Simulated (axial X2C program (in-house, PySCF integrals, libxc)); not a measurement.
## Testing model relations on MgTc

A bond curve at the PBE0 level, 2c, was computed with an axial X2C code built on PySCF integrals (basis Tc dyall-cv3z [12s12p8d5f3g], Mg dyall-cv3z [9s8p6d3f] (cores contracted in-house)) for the state Ω = 7/2 (⟨Sz⟩ = 2.50, ⟨Lz⟩ = 1.00 at PBE0). Its fit gives Re = 2.7521 Å, ωe = 208.9 cm⁻¹, ωexe = 1.51 cm⁻¹ and αe = 9.573e-04 cm⁻¹; the masses are 98.9072 and 23.9850 u. Two-component means X2C with spin–orbit coupling and atomic mean-field Coulomb and Gaunt terms.

Find the reduced mass, Be and the force constant.

From the PBE0 values: μ = 19.3038 u. Be = 16.8576/(μ Re²) = 0.1153 cm⁻¹. k = 5.8918×10⁻⁷ μ ωe² = 0.496 mdyn/Å.

The dipole moment p changes by 0.75 D/Å at Re. What harmonic infrared intensity follows?

I = 42.256 × (dp/dR)²/μ = 1.2 km/mol.

Estimate the centrifugal constant by the Kratzer relation.

D = 4Be³/ωe² = 1.40e-07 cm⁻¹.

Where do the fundamental and the first overtone lie?

ν(1←0) = ωe − 2ωexe = 205.9 cm⁻¹; ν(2←0) = 2ωe − 6ωexe = 408.7 cm⁻¹.

A Morse curve ties αe to the other constants (Pekeris). How well does that hold?

αe(Morse) = 6Be²/ωe × (√(ωexe/Be) − 1) = 1.000e-03 cm⁻¹; the PBE0 curve gives 9.573e-04 cm⁻¹, a ratio of 1.04.

The state is one determinant whose occupation by symmetry is held fixed; it was picked as the lowest of a PBE0 search that is not exhaustive. Density functionals use the spin component along the axis (collinear). PBE0 can misorder states that lie within some tenths of an eV, so this need not be the ground state of the molecule. The nearest other spin-free determinant of the search, M_S = 5/2, Λ = 0, lies 0.07 eV up at the distance of the search. The functionals have no current-density term, which raises determinants with orbital currents, atoms included. With several unpaired electrons one determinant need not be a pure state. A state of lower Ω lies just above, and one determinant can place such states too high, so the state shown need not be the lowest. The search has Ω = 3/2 only 0.08 eV up.
